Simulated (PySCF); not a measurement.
Pb(CH3)2Cl2 at several levels of theory

Computed with PySCF 2.14.0 (density fitting, no spin-orbit coupling) at the geometry relaxed with BP86:

```xyz
11
Pb(CH3)2Cl2 (singlet)
Pb    0.0000    0.0000    0.2565
C     1.4963    1.4998    1.0266
H     2.1041    1.7359    0.1340
H     0.9321    2.3792    1.3855
H     2.1012    1.0248    1.8196
C    -1.4963   -1.4998    1.0266
H    -2.1041   -1.7359    0.1340
H    -0.9321   -2.3792    1.3855
H    -2.1012   -1.0248    1.8196
Cl    1.4193   -1.4172   -1.2101
Cl   -1.4193    1.4172   -1.2101
```

```tsv
level	basis	state	HOMO (eV)	gap (eV)	charge on Pb1 (e)	dipole about the centre of mass (D)	largest force component (eV/Å)
BP86	Pb def2-SVP with ECP60, C def2-SVP, H def2-SVP, Cl def2-SVP	singlet	-6.64	3.61	0.57	4.79	0.09
PBE0	the same	singlet	-7.90	5.78	0.69	5.08	0.27
wB97X	the same	singlet	-10.20	10.09	0.71	5.21	0.41
r2SCAN	the same	singlet	-6.93	4.07	0.70	5.09	0.24
BP86	Pb def2-TZVP with ECP60, C def2-TZVP, H def2-TZVP, Cl def2-TZVP	singlet	-6.94	3.64	0.85	4.98	0.29
BP86	Pb x2c-SVPall, C x2c-SVPall, H x2c-SVPall, Cl x2c-SVPall	singlet	-6.63	3.58	0.65	4.75	0.35
```

Charges are Mulliken's, which hang on the basis. The relaxation used the grid (50, 194), these runs (75, 302) or, all-electron (x2c bases, spin-free X2C Hamiltonian), (99, 590).

Question: What does HF with Pb def2-SVP with ECP60, C def2-SVP, H def2-SVP, Cl def2-SVP give here?

Answer: state singlet, HOMO (eV) -10.69, gap (eV) 12.23, charge on Pb1 (e) 0.98, dipole about the centre of mass (D) 5.66, largest force component (eV/Å) 0.63. Time: 3.4 s on 2 threads of Arm Neoverse V1, on a shared host, from an already converged density.

In the first row's basis the gap widens with exact exchange: 3.6 to 4.1 eV for BP86, r2SCAN (none); 5.8 eV for PBE0 (a fixed share); 10.1 to 12.2 eV for wB97X, Hartree–Fock (rising or full at long range).

A frequency check found unstable modes (2, the lowest at -47 cm⁻¹), so the relaxed geometry is probably a saddle point.
